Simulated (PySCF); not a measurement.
A GIAO shielding run with PySCF (density fitting, non-relativistic, gas phase) on SMILES C=C(C)O[SiH-]C(F)F, [C₄H₇F₂OSi]-:

```
$ OMP_NUM_THREADS=1 python probes_run.py task.json out

{"job": {"kind": "nmr", "xc": "PBE0", "basis": "pcSseg-1"}, "charge": -1, "multiplicity": 1}
C     -1.819610     1.547572    -0.606985
C     -1.147186     0.454042    -0.222012
C     -1.863909    -0.809934     0.166854
O      0.161794     0.429974    -0.177739
Si     1.121671    -0.853556     0.483186
C      2.802828    -0.015761    -0.031279
F      3.359911     0.734189     0.990489
F      3.779485    -0.958352    -0.300952
H     -2.894916     1.559121    -0.649696
H     -1.305032     2.451358    -0.884379
H     -2.942347    -0.668702     0.181974
H     -1.608559    -1.605280    -0.531947
H     -1.497780    -1.120530     1.145919
H      1.066684    -1.796126    -0.690486
H      2.782554     0.659975    -0.906170
```

Hardware: 1 thread of an Arm Neoverse N1, shared host. The job also computes population analyses, field gradients.

Q: How large is the calculation?

A: 72 electrons, 178 basis functions and 946 auxiliary functions.

Q: How long does it take, and how much memory does it need?

A: 47 s of wall time, with 14 SCF cycles and 5 response iterations; peak memory 0.8 GiB. Times on a shared host scatter by some tens of per cent.
